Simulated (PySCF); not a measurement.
## Löwdin shares of the frontier orbitals

Species: SnEt3I, C6H15ISn.
Structure used (PBE0-D3(BJ)/def2-SVP), in Å, numbered top down from 1:
```
atom  x, y, z in Å
Sn1   -0.0543   -0.1129   -0.0441
C2     0.0462   -0.4246    2.0928
C3    -1.3198   -0.5880    2.7419
H4     0.5925    0.4380    2.5108
H5     0.6784   -1.3112    2.2567
H6    -1.2329   -0.7552    3.8282
H7    -1.9522    0.3031    2.6008
H8    -1.8669   -1.4456    2.3196
C9     1.8672   -0.1128   -1.0339
C10    2.6661   -1.3863   -0.8047
H11    2.4101    0.7785   -0.6769
H12    1.6621    0.0465   -2.1044
H13    3.6235   -1.3652   -1.3507
H14    2.9037   -1.5365    0.2606
H15    2.1129   -2.2761   -1.1443
C16   -1.3329    1.5384   -0.6000
C17   -1.5710    1.6471   -2.0983
H18   -0.8678    2.4527   -0.1946
H19   -2.2782    1.3939   -0.0532
H20   -2.2501    2.4819   -2.3384
H21   -0.6352    1.8211   -2.6528
H22   -2.0237    0.7279   -2.5018
I23   -1.3202   -2.3251   -1.0350
```

Level of theory: TDDFT CAM-B3LYP/def2-SVPD, vertical, gas phase, core orbitals frozen in the response, def2 core potentials past Kr in PySCF. Spin–orbit coupling is left out.

Frontier orbitals with the atoms that hold most of them (Löwdin shares over 4%, at most four atoms; ? is withheld):

```csv
orbital,ε (eV),atoms
LUMO+2,1.31,"I23 27%, C10 10%, Sn1 6%, H14 6%"
LUMO+1,0.70,"Sn1 36%, H11 7%, H4 7%, H18 7%"
LUMO,?,?
HOMO,-8.20,"I23 74%, Sn1 7%, C2 6%, C16 5%"
HOMO-1,-8.20,"I23 74%, C9 7%, Sn1 7%"
HOMO-2,-9.10,"C16 22%, Sn1 17%, I23 16%, C17 8%"
HOMO-3,-9.11,"C2 17%, Sn1 17%, C9 17%, I23 16%"
```

Task: Which atoms hold the LUMO, and with what shares?

Result: I23 (bonded to Sn) 44%; Sn1 (bonded to 3 C and I) 24%; C2 (bonded to C, Sn and 2 H) 6%; C9 (bonded to C, Sn and 2 H) 6%. By element: iodine 44%, tin 24%, carbon 12% or more.

Task: What is the LUMO energy, and the HOMO–LUMO gap?

Result: ε(LUMO) = 0.31 eV; the gap is 8.51 eV (0.3126 hartree).

Within 0.005 eV of a neighbour in this list lie HOMO-1/HOMO.

Task: The HOMO–LUMO gap is 8.51 eV. Where does the response calculation put the lowest singlet, and from which orbitals?

Result: S1 is at 5.26 eV (f = 0.027), 3.25 eV below the gap, made of HOMO-1/HOMO→LUMO (≥83%). S1/S2 lie within about 0.01 eV of each other. Without the coupling terms of the response equations the lowest excitation would equal the gap.

Next come S2 at 5.26 eV (f 0.027), HOMO-1/HOMO→LUMO (≥83%); S3 at 6.42 eV (f 0.0053), HOMO-2→LUMO (38%), HOMO-1/HOMO→LUMO+1 (≥24%), HOMO-2→LUMO+1 (22%); S4 at 6.43 eV (f 0.0059), HOMO-3→LUMO (38%), HOMO-1/HOMO→LUMO+1 (≥24%), HOMO-3→LUMO+1 (22%); S5 at 6.64 eV (f 0.129), HOMO-1/HOMO→LUMO+1 (≥36%), HOMO-2→LUMO (31%), HOMO-1/HOMO→LUMO (≥8%).

Orbitals of the list HOMO-3 to LUMO+2 that lie within 0.01 eV of each other are written together with a slash and their weights summed (≥ marks a lower bound); for degenerate orbitals outside that list single weights are arbitrary.

On Intel Xeon 6975P-C, one thread, no GPU, on a shared host, this took 2.5 min wall (with the writing of density and orbital grids) and 1.9 GiB of memory at its peak.

One conformer stands for the species.
